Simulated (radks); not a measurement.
Results of a calculation; reference values are marked as such.
Species: In+. Configuration: [Kr] 4d10 5s2 (the NIST ground configuration). Code: a radial shooting solver on a logarithmic mesh with Libxc functionals. Model: non-relativistic Kohn-Sham, PBE, spin-polarised, spherical densities, point nucleus; relativity is left out, which matters for an element this heavy.

Unscreened Slater integrals over Kohn-Sham orbitals (eV). They are taken over the spin-up orbitals.

F0(5s,5s): 9.5196
F0(5s,4d): 11.772
G2(5s,4d): 1.5027
F0(5s,4p): 12.059
G1(5s,4p): 0.69065
F0(4d,4d): 21.192
F2(4d,4d): 10.548
F4(4d,4d): 6.9065
F0(4d,4p): 23.329
F2(4d,4p): 11.640
G1(4d,4p): 14.765
G3(4d,4p): 9.0556
F0(4p,4p): 26.184
F2(4p,4p): 13.734
